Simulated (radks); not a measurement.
Task: These are the eigenvalues of the occupied orbitals of an atom or ion with whole-number occupations (eV). Calculated with a radial shooting solver on a logarithmic mesh with Libxc functionals: Dirac Kohn-Sham, revPBE, spin-unpolarised, spherical densities, finite nucleus; Fermi nuclear charge, rms radius of each element as measured or else 0.836 A^(1/3) + 0.57 fm.

orbital  eigenvalue
1s1/2     -26574.48
2s1/2     -3997.077
2p1/2     -3725.330
2p3/2     -3532.803
3s1/2     -794.5839
3p1/2     -685.6709
3p3/2     -651.2197
3d3/2     -458.6179
3d5/2     -451.6107
4p1/2     -125.1856
4p3/2     -118.9362
4d3/2      -62.5077
4d5/2      -61.5981
4f5/2      -13.7790

Which element is it, and in what charge state? The configuration may be excited. Open shells, if any, fill j = l - 1/2 first.

Result: Z = 48, cadmium, charge +3: Cd3+ in [Ar] 3d10 4p6 4d9 4f2. The list shows which subshells hold electrons but not how many an open one holds; the 1s level, -976.59 hartree, gives Z - s = 44.2 by -(Z - s)^2/2, which with screening and relativity narrows Z to a few neighbours, and the depths of the outer levels then fix element, charge and occupations together.
